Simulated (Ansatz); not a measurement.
(KCl)4 cube (K₄Cl₄). Charge 0, multiplicity 1. Geometry PBE-D4/def2-SVP, basis def2-TZVP, Ansatz.

```xyz
8

Cl    1.116    2.173   -1.043
Cl   -2.260   -0.539   -1.288
Cl   -0.525    0.420    2.570
Cl    1.668   -2.054   -0.239
K    -1.585    1.952    0.227
K     0.499   -0.399   -2.442
K    -1.061   -2.065    0.991
K     2.147    0.512    1.224
```

| run | HOMO (eV) | LUMO (eV) |
| --- | --- | --- |
| A | -7.17 | -0.55 |
| B | -5.82 | -1.06 |
| C | -6.14 | -0.43 |
| D | -8.38 | -0.26 |
| E | -9.59 | 0.53 |
| F | -8.54 | -0.14 |

Question: The runs used BHLYP, CAM-B3LYP, PBE, PBE0, r2SCAN, ωB97X-V. Estimate which is which.

Answer: A PBE0 (25 % exact exchange); B PBE (0 % exact exchange); C r2SCAN (0 % exact exchange); D BHLYP (50 % exact exchange); E ωB97X-V (range-separated); F CAM-B3LYP (range-separated). Exact exchange lowers occupied and raises empty levels; among semilocal functionals meta-GGAs tend to open the gap a little, and such runs are hard to tell apart. The gap grows from 4.76 eV (PBE) to 10.12 eV (ωB97X-V).
